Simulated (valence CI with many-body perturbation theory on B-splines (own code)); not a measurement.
Values are calculated unless marked as measured or tabulated.
**A CI+MBPT run for Pt46+**

Level of theory: configuration interaction combined with many-body perturbation theory (CI+MBPT): four valence electrons over a frozen Dirac-Fock core [Ar] 3d10, radial functions for each j: 6 s, 6 p, 5 d, 3 f, 1 g, with the one-electron correlation potential Σ1 (screened to all orders), the two-electron term Σ2, the three-electron term Σ3, Breit, model QED; selected single and double excitations, second order for the rest, scaled by the run's own slope (own B-spline code, finite nucleus).

Command, and the settings that its task file holds:

```sh
python run_cv.py task.json out
```

```
atom Pt  Z=78  mass_number=195  rms_radius_fm=5.4270
core [Ar] 3d10
valence 4s2 4p2
avg = 1
basis = S
breit = 1
cap = 10000
capref = 1200
cscale = 1
de = 0.0
dress = 0
eps = 2e-08
extrap = 1
h = 0.27
hh = 1
l2 = 3
lcore = 6
maxit = 1
n2 = 5
natural = 1
nlev = 21
nno = [3, 3, 3, 2, 1]
nroot = 26
nsp = [3, 3, 2, 1, 0]
pt2 = 1
qed = 1
rpa = 1
s1 = 1
s2 = 1
s3 = 1
screen = 1
tol = 2e-05
whole = 1
```

It took 26 s on 1 thread of Arm Neoverse V1 (shared host).

Log. The first blocks belong to the next ion, which gives the ionisation energy. Fields: 2J, parity (1 odd), roots, reference size, generating configurations, candidates as configurations/state functions, variational space P, stored matrix elements, Davidson steps; e2 is the range of second-order energies in hartree. The first line gives the box (bohr), its intervals, the orbitals and the steps of their self-consistent field. Window is the range of levels sought, series limit the energy at which the first omitted orbital would enter, core excitation an estimate of the first excitation out of the core, left out the lowest levels not solved, and shifts from estimates the range by which levels moved from their first estimate, all in cm⁻¹.

```
rmax 2.4 intervals 56 orbitals 36 references ['4s2 4p2', '4s 4p3', '4s2 4p 4d', '4p4', '4s 4p2 4d'] scf 3 t 0.9
2J=1 par=1 roots 2 ref 23 generators 6 cand 1351/2024 P 597/882 nnz 0 it 0
2J=1 par=1 roots 2 ref 23 generators 9 cand 773/1165 P 754/1104 nnz 0 it 0
   second order: generators 15 cand 1203/1791 e2 -0.00000 -0.00000
reference levels 428, estimated 73, window 3482729 1/cm; series limit 10206244, core excitation 14878617
2J=0 par=0 roots 3 ref 22 generators 9 cand 1547/2584 P 1713/2649 nnz 6.3e+05 it 1
2J=0 par=0 roots 3 ref 22 generators 15 cand 2349/4519 P 1994/3201 nnz 8.5e+05 it 1
   second order: generators 25 cand 4061/8020 e2 -0.00003 -0.00001
2J=2 par=0 roots 3 ref 35 generators 6 cand 2294/8979 P 1095/3543 nnz 1.5e+06 it 1
2J=2 par=0 roots 3 ref 35 generators 12 cand 3780/17639 P 1813/6319 nnz 4.3e+06 it 1
   second order: generators 23 cand 4187/19831 e2 -0.00003 -0.00001
2J=4 par=0 roots 5 ref 55 generators 11 cand 3315/18213 P 1177/3572 nnz 1.4e+06 it 1
2J=4 par=0 roots 5 ref 55 generators 27 cand 5118/33220 P 2397/9468 nnz 8e+06 it 1
   second order: generators 40 cand 4619/33916 e2 -0.00004 -0.00001
2J=4 par=1 roots 8 ref 57 generators 16 cand 4025/22780 P 1075/3568 nnz 1.5e+06 it 1
2J=4 par=1 roots 8 ref 57 generators 27 cand 5186/33564 P 2397/9995 nnz 9e+06 it 1
   second order: generators 46 cand 4584/32136 e2 -0.00004 -0.00001
2J=2 par=1 roots 6 ref 44 generators 17 cand 4207/18672 P 1251/3561 nnz 1.5e+06 it 1
2J=2 par=1 roots 6 ref 44 generators 24 cand 4818/23116 P 2531/8430 nnz 6.1e+06 it 1
   second order: generators 38 cand 4627/23705 e2 -0.00003 -0.00001
2J=6 par=1 roots 4 ref 53 generators 13 cand 4385/29822 P 1050/3568 nnz 1.5e+06 it 1
2J=6 par=1 roots 4 ref 53 generators 26 cand 5350/38768 P 2247/9595 nnz 8.6e+06 it 1
   second order: generators 34 cand 4153/32741 e2 -0.00004 -0.00002
2J=0 par=1 roots 2 ref 16 generators 6 cand 2949/5201 P 1150/1857 nnz 0 it 1
2J=0 par=1 roots 2 ref 16 generators 12 cand 3134/5695 P 1633/2621 nnz 6.4e+05 it 1
   second order: generators 18 cand 4082/7885 e2 -0.00002 -0.00001
2J=6 par=0 roots 2 ref 40 generators 7 cand 3697/21203 P 939/3547 nnz 1.5e+06 it 1
2J=6 par=0 roots 2 ref 40 generators 15 cand 4684/31798 P 1995/8772 nnz 7e+06 it 1
   second order: generators 27 cand 5003/36364 e2 -0.00004 -0.00004
2J=8 par=1 roots 1 ref 37 generators 4 cand 2858/15908 P 659/2712 nnz 1.4e+06 it 1
2J=8 par=1 roots 1 ref 37 generators 8 cand 3894/22460 P 986/4209 nnz 2.6e+06 it 1
   second order: generators 15 cand 4274/26568 e2 -0.00003 -0.00003
left out: unestimated 5045226, estimated 4116358, shifts from estimates 0 to 852
operators 2.0
```

The Davidson iterations stopped at their limit. The settings are bad on purpose, so the numbers may not be properties of the ion.

The last digits are not significant, and no measured levels were compared; by estimate large intervals hold to a few tenths of a per cent, small ones and those within an open d or f shell to about a per cent.

```
Valence energy                            : -394.6245 hartree
Ionisation energy                         : 2538.3 eV (NIST: 2536 ± 4 eV (theoretical))
Reference configurations for the orbitals : 4s2 4p2, 4s 4p3, 4s2 4p 4d, 4p4, 4s 4p2 4d
Radial orbitals                           : 36
Box radius                                : 2.438 bohr
Largest variational space                 : 9995
Lowest levels                             : (4s^2 4p1/2^2) J=0 0, (4s^2 4p1/2 4p3/2) J=1 989700, (4s^2 4p1/2 4p3/2) J=2 1027400, (4s 4p1/2^2 4p3/2) J=2 1849100, (4s 4p1/2^2 4p3/2) J=1 1976900, (4s^2 4p3/2^2) J=2 2045300, (4s^2 4p3/2^2) J=0 2125400, (4s^2 4p1/2 4d3/2) J=2 2339400, (4s^2 4p1/2 4d3/2) J=1 2500400, (4s^2 4p1/2 4d5/2) J=2 2621600, (4s^2 4p1/2 4d5/2) J=3 2635600, (4s 4p1/2 4p3/2^2) J=2 [a] 2829200, (4s 4p1/2 4p3/2^2) J=3 2895300, (4s 4p1/2 4p3/2^2) J=0 2938700 cm⁻¹
```

Levels are named by their leading jj configuration (3d3/2^4 stands for four electrons in 3d with j = 3/2), which in mixed levels can hold well under half, so a name can repeat and another be missing. Letters in brackets count levels of one name in rising energy.
